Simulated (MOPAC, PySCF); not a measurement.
[Ti(F)3(H)], neutral singlet in the gas phase. 

Z-matrix (Å, degrees):
```
Ti
F 1 1.7391
F 1 1.7395 2 112.36
F 1 1.7397 2 112.33 3 128.30
H 1 1.6917 2 106.29 4 115.87
```
Charge 0, spin multiplicity 1.

All levels are single points at this geometry (BP86-D3(BJ)/def2-SVP); Pople sets use spherical d functions. Orbital energies aren't observables, and empty levels follow the basis.

| level | HOMO (eV) | LUMO (eV) | gap (eV) | dipole (D) | vertical IE, Delta-SCF (eV) |
|---|---|---|---|---|---|
| B3LYP-D3(BJ)/def2-TZVP in PySCF | -9.53 | -3.42 | 6.11 | 0.31 | – |
| PBE-D3(BJ)/def2-TZVP in PySCF | -8.11 | -4.16 | 3.95 | 0.05 | – |
| TPSSh-D3(BJ)/def2-TZVP in PySCF | -8.97 | -3.66 | 5.31 | 0.13 | – |
| M06-2X/6-31G* (LANL2DZ on Ti) in PySCF | -11.24 | -2.43 | 8.81 | 0.20 | – |
| SVWN5/6-31G* (LANL2DZ on Ti) in PySCF | -8.23 | -4.37 | 3.87 | 0.38 | 12.13 |
| HF/3-21G in PySCF | -13.48 | 0.86 | 14.33 | 0.45 | – |
| HF/6-31G* (LANL2DZ on Ti) in PySCF | -13.63 | 0.58 | 14.21 | 0.44 | 12.09 |
| HF/STO-3G in PySCF | -10.57 | 8.18 | 18.76 | 0.85 | – |
| PM7 in MOPAC | -12.23 | -1.82 | 10.41 | 2.08 | – |
